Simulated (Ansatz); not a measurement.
Job for Ansatz (an electronic-structure program): U-B2PLYP/def2-TZVPPD on H (SMILES [H]). The basis file is the Basis Set Exchange's JSON of that set.

Ansatz 0.2 input:
```yaml
crystal:
  periodic: [false, false, false]
  atoms:
    - {symbol: H, position_ang: [0.00000000, 0.00000000, 0.00000000]}
basis:
  gaussian:
    orbitals: def2-TZVPPD.json
hamiltonian:
  xc: {name: B2PLYP}
magnetization: {spin_polarized: true, initial_magnetization: 1}
correlation: {electrons: outside_noble_gas}
```

The log:

```
WARN ansatz: RAYON_NUM_THREADS=4 ignored (pool sized by the plan → 4); use --threads N
Functional definition: B2PLYP
integrals: 0.00 GiB planned
80 factors; integrals over basis functions are off by at most 2.5e-4 eV
mean field: 0.04 GiB planned
mean field evaluation 1: about -13.5551 eV, gradient 9.2e-1 eV
mean field evaluation 2: about -13.5550 eV, gradient 9.1e-1 eV
mean field evaluation 4: about -13.5679 eV, gradient 3.5e-3 eV
mean field evaluation 8: about -13.5679 eV, gradient 6.5e-8 eV
mean field -13.56788515 eV, -0.4986105828 hartree, gradient 7.1e-8 eV, S^2 0.750000; 0 other end points of the search recorded, 0 dependent functions left out
reference -13.56795861 eV, -0.4986132823 hartree; 1, 0 occupied and 16, 17 virtual orbitals, 80 factors
second order 0.00000000 eV of doubles, -0.00000000 eV of singles
Total energy: -13.56795861 eV, -0.4986132823 hartree
```

The calculation finished and met its thresholds.

Cost: very roughly 0.18 core-seconds.
